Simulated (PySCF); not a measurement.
PySCF 2.14 output of an unrestricted M06-L calculation on a single atom or ion in x2c-TZVPall (6s4p3d, 33 functions), with scalar relativity by spin-free X2C-1e:

```
SCF conv_tol = 1e-09
number electrons alpha = 9  beta = 9
    Y. Zhao and D. G. Truhlar.,  J. Chem. Phys. 125, 194101 (2006)
    Y. Zhao and D. G. Truhlar.,  J. Chem. Phys. 125, 194101 (2006)
    Y. Zhao and D. G. Truhlar.,  Theor. Chem. Acc. 120, 215 (2008)
cycle= 1 E= -602.044630819123  delta_E= -0.00106  |g|= 0.0123  |ddm|= 0.0581
cycle= 2 E= -602.044686131637  delta_E= -5.53e-05  |g|= 0.00618  |ddm|= 0.0234
cycle= 3 E= -602.044702065572  delta_E= -1.59e-05  |g|= 7.98e-05  |ddm|= 0.0075
cycle= 4 E= -602.044702068752  delta_E= -3.18e-09  |g|= 5.7e-07  |ddm|= 0.000101
cycle= 5 E= -602.044702068752  delta_E= -1.14e-13  |g|= 8.14e-10  |ddm|= 7.3e-07
converged SCF energy = -602.044702068752  <S^2> = 1.7763568e-15  2S+1 = 1
```

The run itself started from symmetry-adapted Hartree-Fock orbitals and held the occupation by maximum overlap, on a logarithmic radial grid, so the iterations belong to that start.

Task: Which element, charge and spin multiplicity is this?

Result: K⁺ (potassium, charge +1), multiplicity 1; the state was [Ar], closed-shell 1S.
